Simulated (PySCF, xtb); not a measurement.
C2H9FOSi2, SMILES O[C@H]([SiH3])C[SiH2]F.

GFN2-xTB (xtb 6.7.1) at its own geometry gives an orbital gap of 5.03 eV and a dipole moment of 1.76 D.

The structure is a stationary point at B3LYP-D3(BJ)/def2-SVP. The structure was generated by enumeration; whether it is a known compound was not checked. Other conformers were not sampled.

**Question.** What does PBE/def2-TZVP run with PySCF give? (An estimate is asked for; the answer gives what the named calculation found.)

**Answer.** gap 5.16 eV (levels -6.20 and -1.04 eV), dipole 1.13 D.
